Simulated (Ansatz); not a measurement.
Start from `F[SiH]1[AlH][SiH2]1` and change one atom or group to get `C[SiH]1[AlH][SiH2]1`.

Ansatz, PBE0-D4/def2-TZVP geometries, multiplicity 1. 

| property | `F[SiH]1[AlH][SiH2]1` |
| --- | --- |
| size of the dipole moment (B3LYP/def2-TZVPP) / D | 1.77 |
| LUMO energy (ωB97M-V/def2-TZVPP) / eV | 0.01 |
| HOMO–LUMO gap (PBE/def2-TZVPP) / eV | 3.52 |
| HOMO energy (PBE0/def2-TZVPP) / eV | -6.82 |
| HOMO–LUMO gap (PBE0/def2-TZVPP) / eV | 5.14 |
| LUMO energy (PBE0/def2-TZVPP) / eV | -1.68 |

Give the same properties after the change, and the shifts. (Estimate.)

The calculation gave: 
| property | `C[SiH]1[AlH][SiH2]1` | shift |
| --- | --- | --- |
| size of the dipole moment (B3LYP/def2-TZVPP) / D | 1.08 | -0.69 |
| LUMO energy (ωB97M-V/def2-TZVPP) / eV | -0.40 | -0.41 |
| HOMO–LUMO gap (PBE/def2-TZVPP) / eV | 2.32 | -1.20 |
| HOMO energy (PBE0/def2-TZVPP) / eV | -6.07 | 0.75 |
| HOMO–LUMO gap (PBE0/def2-TZVPP) / eV | 3.97 | -1.17 |
| LUMO energy (PBE0/def2-TZVPP) / eV | -2.10 | -0.42 |

With PBE0 the HOMO rises by 0.75 eV and the LUMO falls by 0.42 eV, so the gap narrows by about 1.17 eV. PBE moves the HOMO by 0.75 eV and ωB97M-V by 0.77 eV. The zero-point energy changes by 86.8 kJ/mol with +9 modes. Dipoles are sizes alone; their direction can turn.

B3LYP here is the variant with VWN-RPA as its local correlation; programs differ in this.
